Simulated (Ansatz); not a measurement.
Cu₆As⁻. The state is a triplet with charge -1. Geometry B3LYP-D4/def2-SVPD, that of the charge -1 singlet; atoms count from 1.

Cartesian coordinates in Å:
```
As -1.001 1.832 0.665
Cu 0.904 0.071 0.929
Cu -0.001 -2.161 0.299
Cu 0.779 1.593 -0.934
Cu -1.412 -0.436 1.354
Cu 1.569 -0.708 -1.340
Cu -0.838 -0.192 -0.972
```

The highest occupied level of the charge -1 triplet lies above zero (up to 0.66 eV). By energy differences its removal costs 1.14 eV (vertical, to the charge 0 doublet, at PBE-D4/def2-SVP), and other spins of that charge weren't run; self-interaction error and the lack of diffuse functions both raise the level. The gap within one spin of the charge -1 triplet nearly closes, so an electron or hole may be smeared out by delocalisation error. At PBE-D4/def2-SVP a singlet of charge -1 lies 0.60 eV below the triplet at the same geometry. The structure comes from a short search, and lower isomers may exist.

**Question.** Estimate the Mulliken populations from the PBE/def2-SVP orbitals of Ansatz.

**Answer.** 
| atom | charge (e) | spin (α − β) | d electrons |
| --- | --- | --- | --- |
| As1 | -0.07 | 0.28 | – |
| Cu2 | 0.02 | -0.01 | 9.64 |
| Cu3 | -0.19 | 0.31 | 9.70 |
| Cu4 | -0.30 | 0.57 | 9.63 |
| Cu5 | -0.30 | 0.57 | 9.63 |
| Cu6 | -0.19 | 0.31 | 9.70 |
| Cu7 | 0.02 | -0.01 | 9.64 |
Mulliken values and Mayer orders depend strongly on the basis.

**Question.** Where does the spin sit?

**Answer.** Summed by element: As 0.28, Cu 1.72, of 2 unpaired in all. Largest on single atoms: Cu4 0.57, Cu5 0.57, Cu6 0.31.

**Question.** And the Mayer bond orders between bonded heavy atoms (over 0.3)?

**Answer.** As1–Cu2 0.64 (2.61 Å); As1–Cu4 0.66 (2.41 Å); As1–Cu5 0.66 (2.41 Å); As1–Cu7 0.64 (2.61 Å); Cu2–Cu3 0.43 (2.49 Å); Cu2–Cu4 0.38 (2.41 Å); Cu2–Cu5 0.38 (2.41 Å); Cu2–Cu6 0.43 (2.49 Å); Cu3–Cu5 0.54 (2.47 Å); Cu3–Cu6 0.45 (2.69 Å); Cu3–Cu7 0.43 (2.49 Å); Cu4–Cu6 0.54 (2.47 Å); Cu4–Cu7 0.38 (2.41 Å); Cu5–Cu7 0.38 (2.41 Å); Cu6–Cu7 0.43 (2.49 Å). Values over 0.3 also appear between atoms too far apart for a bond (Cu4–Cu5 0.34 at 3.76 Å); they arise where an orbital or an unpaired electron spreads over both atoms.
